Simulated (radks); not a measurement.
Question: These are the eigenvalues of the occupied orbitals of an atom or ion with whole-number occupations (eV). Method: scalar-relativistic Kohn-Sham, r2SCAN, spin-polarised, spherical densities, finite nucleus; meta-GGA in the generalised Kohn-Sham scheme; Fermi nuclear charge, rms radius of each element as measured or else 0.836 A^(1/3) + 0.57 fm; computed with a radial shooting solver on a logarithmic mesh with Libxc functionals.

| orbital | eigenvalue |
|---|---|
| 1s up | -1586.156 |
| 1s down | -1584.007 |
| 2s up | -166.7381 |
| 2s down | -162.9512 |
| 2p up | -127.5019 |
| 2p down | -122.9778 |
| 3p up | -31.1774 |

Which element is it, and in what charge state? The configuration may be excited. Open shells, if any, are filled with parallel spins first.

Answer: Z = 13, aluminium, charge +3: Al3+ in [He] 2s2 2p5 3p1. The list shows which subshells hold electrons but not how many an open one holds; the 1s level, -58.29 hartree, gives Z - s = 10.8 by -(Z - s)^2/2, which with screening and relativity narrows Z to a few neighbours, and the depths of the outer levels then fix element, charge and occupations together.
